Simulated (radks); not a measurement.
The mean radii <r> (bohr) of the occupied orbitals of an atom or ion are listed with their occupations. All-electron calculation, scalar-relativistic Kohn-Sham, BLYP, spin-polarised, spherical densities, finite nucleus; Fermi nuclear charge, rms radius of each element as measured or else 0.836 A^(1/3) + 0.57 fm. Program: a radial shooting solver on a logarithmic mesh with Libxc functionals.

| orbital | occ. | <r> |
|---|---|---|
| 1s up | 1 | 0.02611 |
| 1s down | 1 | 0.02611 |
| 2s up | 1 | 0.1117 |
| 2s down | 1 | 0.1116 |
| 2p up | 3 | 0.09774 |
| 2p down | 3 | 0.09760 |
| 3s up | 1 | 0.2855 |
| 3s down | 1 | 0.2862 |
| 3p up | 3 | 0.2803 |
| 3p down | 3 | 0.2811 |
| 3d up | 5 | 0.2520 |
| 3d down | 1 | 0.2530 |

Name the element and its charge. Open shells, if any, are filled with parallel spins first.

Answer. Z = 55, caesium, charge +31: Cs31+ in [Ar] 3d6. The 1s radius gives Z: for a bare nucleus <r> = (2 gamma + 1)/(2Z) with gamma = sqrt(1 - (Z/c)^2), 0.02574 bohr for Z = 55, and screening makes it slightly larger (0.02611 here). The occupations add up to 24, and the charge is Z minus that.
